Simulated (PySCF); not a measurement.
Compound: C2H8ClGaS.
Bonds: C1–S2, S2–C3, S2–Ga4, Ga4–Cl5. Hydrogens: H6, H7, H8 on C1; H9, H10, H11 on C3; H12, H13 on Ga4.

Level of theory: core-valence-separated Tamm–Dancoff BHandHLYP/aug-pcX-1 (pcseg-1 on H, def2-SVPD on Cl, def2-SVPD on S, def2-SVPD on Ga) in PySCF, non-relativistic, gas phase, PBE0-D3(BJ)/def2-SVP geometry.

Computed carbon K-edge spectrum, Gaussian lines of 0.3 eV full width, highest printed point 100; it ends one width below the last computed root. BHandHLYP without relativity tends to put these K edges a few eV too low, so spacings mean more than positions.

| photon energy (eV) | absorption |
| --- | --- |
| 284.8 | 2 |
| 284.9 | 12 |
| 285.0 | 44 |
| 285.1 | 91 |
| 285.2 | 100 |
| 285.3 | 60 |
| 285.4 | 19 |
| 285.5 | 3 |
| 285.6 | 0 |
| 285.7 | 0 |
| 285.8 | 0 |
| 285.9 | 0 |
| 286.0 | 0 |
| 286.1 | 0 |
| 286.2 | 1 |
| 286.3 | 5 |
| 286.4 | 15 |
| 286.5 | 25 |
| 286.6 | 22 |
| 286.7 | 12 |
| 286.8 | 11 |
| 286.9 | 29 |
| 287.0 | 53 |
| 287.1 | 53 |
| 287.2 | 29 |
| 287.3 | 10 |
| 287.4 | 7 |
| 287.5 | 13 |
| 287.6 | 25 |
| 287.7 | 40 |

Q: Assign the maxima to core holes.

A: 3 maxima:
- 285.2 eV: C1/C3 (S-methyl carbon), 285.17 eV, f = 0.105, sum of 2, 100 % of the height at the exact maximum
- 286.5 eV: C1/C3 (S-methyl carbon), 286.53 eV, f = 0.026, sum of 2, 100 % of the height at the exact maximum
- 287.0 eV: C1/C3 (S-methyl carbon), 287.05 eV, f = 0.057, sum of 2, 100 % of the height at the exact maximum

Further lines of some strength in the range: C1/C3, 287.57 eV, f = 0.012, sum of 2.

Roots within 0.03 eV on the same or equivalent atoms count as one line; shares under 12 % aren't listed.

Vibrational structure and lifetime widths aren't in the curve. The ionisation threshold wasn't computed; near and above it a finite basis only mimics Rydberg series and continuum. The BHandHLYP/aug-pcX-1 (pcseg-1 on H, def2-SVPD on Cl, def2-SVPD on S, def2-SVPD on Ga) calculation is non-relativistic and has no spin–orbit coupling, an omission that weighs most on gallium.

The run took 13 s on one thread, Arm Neoverse V1 (aarch64) (shared host), and the process peaked at 0.80 GiB of memory.

Shape of the structure used: `[CH3:1][S+:2]([CH3:3])[GaH2-:4][Cl:5]`: C1–S2–Ga4–Cl5 52°.

One conformer stands for the species.
